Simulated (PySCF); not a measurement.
CH5FO2Si2, SMILES O1[SiH2]CO[Si@@H]1F.

The structure is a stationary point at B3LYP-D3(BJ)/def2-SVP. The structure was generated by enumeration; whether it is a known compound was not checked. One conformer was computed; it need not be the lowest.

Two levels are set side by side: TDA-PBE/def2-SVPD (PySCF) and TDA-LC-ωPBE/def2-SVPD (PySCF). Vertical, same geometry. The lowest singlet is HOMO→LUMO 95 % with PBE and HOMO→LUMO 80 % with the other functional; states are paired by order. Differences are taken from unrounded values.

| quantity | TDA-LC-ωPBE |
|---|---|
| lowest singlet excitation (eV) | 7.46 |
| lowest triplet excitation (TDA) (eV) | 6.86 |

### Question
What does TDA-PBE give, and how far is it from TDA-LC-ωPBE? (Estimate from the structure and the level; the computed values follow.)

### Answer

| quantity | TDA-PBE | TDA-PBE minus TDA-LC-ωPBE |
|---|---|---|
| lowest singlet excitation (eV) | 5.96 | -1.51 |
| lowest triplet excitation (TDA) (eV) | 5.68 | -1.18 |

A lower first singlet is the usual sign of a functional without exact exchange. Differences between two approximate levels are no errors against the true value.

Rough cost on one machine, each run with all the roots and properties that it gave: TDA-LC-ωPBE against TDA-PBE about 4 times.
